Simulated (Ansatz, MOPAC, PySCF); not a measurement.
Complex: CH2O (SMILES C=O) (first 4 atoms) with CH6Si (SMILES C[SiH3]); geometry from B3LYP-D3(BJ)/def2-TZVP, rigid monomers moved along the line of their centres of mass till O2···Si6 is 3.00 Å.
(charge 0, multiplicity 1):
| atom | x (Å) | y (Å) | z (Å) |
|---|---|---|---|
| C | 0.1719 | 0.2339 | -0.2802 |
| O | -0.8160 | -0.0347 | 0.3457 |
| H | 1.1505 | 0.3876 | 0.2113 |
| H | 0.1531 | 0.3413 | -1.3812 |
| C | -1.4258 | -0.4928 | 3.3913 |
| Si | 0.3639 | -0.0251 | 3.1037 |
| H | -1.4994 | -1.4744 | 3.8633 |
| H | -1.9606 | -0.5230 | 2.4422 |
| H | -1.9163 | 0.2320 | 4.0438 |
| H | 1.1019 | 0.0200 | 4.3927 |
| H | 0.4848 | 1.3127 | 2.4742 |
| H | 1.0520 | -1.0090 | 2.2320 |

Counterpoise-corrected where a basis set is named; no monomer relaxation.

Frozen-core correlation. The state reached by PM7 isn't checked; PM7 holds dispersion and hydrogen-bond terms.

Run with Ansatz (Gaussian orbitals); MOPAC for PM7 (differences of heats of formation); PySCF for the dispersion terms. 

**Question.** Predict the interaction energy from PM7.

**Answer.** 119 meV

**Question.** What is the computed interaction energy (CCSD(T)/aug-cc-pV(D+d)Z)?

**Answer.** -41 meV

**Question.** Estimate the interaction energy that PBE0-D3(BJ)/def2-TZVPPD returns for this input.

**Answer.** -75 meV

Ansatz is an electronic-structure program.
